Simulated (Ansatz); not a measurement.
Start from `C[Se][SiH3]` and change one atom or group to get `C[Se]C`.

Ansatz, PBE0-D4/def2-TZVP geometries, multiplicity 1. 

Scalar relativity is left out up to krypton.

```tsv
property	`C[Se][SiH3]`
LUMO energy (B3LYP/def2-TZVPP) / eV	-0.35
ideal-gas entropy at 298 K and 1 bar (rigid rotor, harmonic PBE0-D4/def2-TZVP) / J/(mol·K)	327
HOMO energy (PBE/def2-TZVPP) / eV	-5.49
HOMO–LUMO gap (ωB97M-V/def2-TZVPP) / eV	10.37
HOMO–LUMO gap (PBE/def2-TZVPP) / eV	4.51
HOMO energy (B3LYP/def2-TZVPP) / eV	-6.38
```

(1) What does the change do to each property? (Best estimate.)

Answers

(1) Ansatz gave: 
```csv
property,`C[Se]C`,shift
LUMO energy (B3LYP/def2-TZVPP) / eV,0.19,0.54
"ideal-gas entropy at 298 K and 1 bar (rigid rotor, harmonic PBE0-D4/def2-TZVP) / J/(mol·K)",300,-27
HOMO energy (PBE/def2-TZVPP) / eV,-4.85,0.64
HOMO–LUMO gap (ωB97M-V/def2-TZVPP) / eV,10.45,0.08
HOMO–LUMO gap (PBE/def2-TZVPP) / eV,4.42,-0.09
HOMO energy (B3LYP/def2-TZVPP) / eV,-5.79,0.59
```

B3LYP here is the variant with VWN-RPA as its local correlation; programs differ in this.

Spin–orbit coupling is left out; it splits and shifts lone-pair levels of the heavy atoms by tenths of an eV.
